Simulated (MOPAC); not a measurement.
Job for MOPAC: AM1 on BH-, 2S+1 = 2, a spin state set in the input, which need not be the lowest, a point of a bond scan (R = 1.209 Å). Charge -1.

```
AM1 1SCF PRECISE CHARGE=-1 UHF MS=0.5 THREADS=1
BH

H      0.00000000 1     0.00000000 1     0.00000000 1
B      0.00000000 1     0.00000000 1     1.20866900 1
```

The log:

```
*******************************************************************************
 **                                                                           **
 **                              MOPAC v23.2.5                                **
 **                                                                           **
 *******************************************************************************
 ** MOPAC's Digital Object Identifier: https://doi.org/10.5281/zenodo.6511958 **
 **                                                                           **
 ** Please cite the open-source release paper for use of this MOPAC version:  **
 ** J. E. Moussa and J. J. P. Stewart (2026)                                  **
 ** MOPAC: An open-source semiempirical molecular orbital program             **
 ** J. Open Source Softw., 11(119), 8025, https://doi.org/10.21105/joss.08025 **
 *******************************************************************************

                              AM1 CALCULATION RESULTS

 *******************************************************************************
 *  AM1        - The AM1 Hamiltonian to be used
 *  UHF        - UNRESTRICTED HARTREE-FOCK CALCULATION
 *
 *
 *
 *                 CHARGE ON SYSTEM = -1
 *
 *
 *
 *  MS=        - IN MECI, MAGNETIC COMPONENT OF SPIN =  0.5
 *  PRECISE    - TIGHTER CRITERIA TO BE USED
 *  1SCF       - DO 1 SCF AND THEN STOP
 *  THREADS=1  - MULTI-THREADING NOT USED
 *  T=         - A TIME OF 172800.0 SECONDS REQUESTED
 *  DUMP=N     - RESTART FILE WRITTEN EVERY 7200.0 SECONDS REQUESTED
 *******************************************************************************
AM1 1SCF PRECISE CHARGE=-1 UHF MS=0.5 THREADS=1
 BH

   ATOM   CHEMICAL          X               Y               Z
  NUMBER   SYMBOL      (ANGSTROMS)     (ANGSTROMS)     (ANGSTROMS)

     1       H          0.00000000  *   0.00000000  *   0.00000000  *
     2       B          0.00000000  *   0.00000000  *   1.20866900  *



          CARTESIAN COORDINATES

    NO.       ATOM           X           Y           Z

     1         H          0.0000      0.0000      0.0000
     2         B          0.0000      0.0000      1.2087

  H: (AM1): M.J.S. DEWAR ET AL, J. AM. CHEM. SOC. 107 3902-3909 (1985)
  B: (AM1): M.J.S. DEWAR ET AL, ORGANOMETALLICS, 7, 513-521 (1988)

           Empirical Formula: H B  =     2 atoms



      MOLECULAR POINT GROUP   :   C*v


          UHF CALCULATION, NO. OF ALPHA ELECTRONS =    3
                           NO. OF BETA  ELECTRONS =    2

 -------------------------------------------------------------------------------
 AM1 1SCF PRECISE CHARGE=-1 UHF MS=0.5 THREADS=1
 BH



     1SCF WAS SPECIFIED, SO BFGS WAS NOT USED
     SCF FIELD WAS ACHIEVED


                              AM1 CALCULATION
                                                       MOPAC v23.2.5 Linux




          FINAL HEAT OF FORMATION =        134.52871 KCAL/MOL =     562.86811 KJ/MOL


          COSMO AREA              =         54.05 SQUARE ANGSTROMS
          COSMO VOLUME            =         37.30 CUBIC ANGSTROMS

          IONIZATION POTENTIAL    =         -2.247015 EV
          ALPHA SOMO LUMO (EV)    =          2.247  9.607
          BETA  SOMO LUMO (EV)    =         -0.768 10.133
          NO. OF ALPHA ELECTRONS  =          3
          NO. OF BETA  ELECTRONS  =          2
          MOLECULAR WEIGHT        =         11.8179         POINT GROUP:  C*v

          MOLECULAR DIMENSIONS (Angstroms)

            Atom       Atom       Distance
            B     2    H     1     1.20867
            B     2    H     1     0.00000
            H     1    B     2     0.00000


          SCF CALCULATIONS        =          1





   ATOM   CHEMICAL          X               Y               Z
  NUMBER   SYMBOL      (ANGSTROMS)     (ANGSTROMS)     (ANGSTROMS)

     1       H          0.00000000  *   0.00000000  *   0.00000000  *
     2       B          0.00000000  *   0.00000000  *   1.20866900  *

                             CARTESIAN COORDINATES

   1    H        0.000000000     0.000000000     0.000000000
   2    B        0.000000000     0.000000000     1.208669000


           Empirical Formula: H B  =     2 atoms



      MOLECULAR POINT GROUP   :   C*v


          ALPHA EIGENVALUES
 -10.29756  -1.30839   2.24702   9.60702  12.98765


           BETA EIGENVALUES
  -8.97844  -0.76804  10.13271  11.13271  13.38938


              NET ATOMIC CHARGES AND DIPOLE CONTRIBUTIONS

  ATOM NO.   TYPE          CHARGE      No. of ELECS.   s-Pop       p-Pop
    1          H          -0.375391        1.3754     1.37539
    2          B          -0.624609        3.6246     1.90669     1.71792
 DIPOLE           X         Y         Z       TOTAL
 POINT-CHG.     0.000     0.000     1.684     1.684
 HYBRID        -0.000    -0.000    -1.600     1.600
 SUM           -0.000    -0.000     0.084     0.084


          ATOMIC ORBITAL ELECTRON POPULATIONS

     Atom    s        px        py        pz
    1  H   1.37539
    2  B   1.90669   1.00000   0.00000   0.71792


                    (SZ)    =    0.500000
                    (S**2)  =    0.751233


          ATOMIC ORBITAL SPIN POPULATIONS

    Atom   Total    s     px     py     pz
         Atomic
    1  H -0.0291 -0.029
    2  B  1.0291  0.008  1.000  0.000  0.021

 **********************
 *                    *
 * JOB ENDED NORMALLY *
 *                    *
 **********************




 == MOPAC DONE ==
```

The run finished.

Cost: around 0.03 core-seconds (rough).
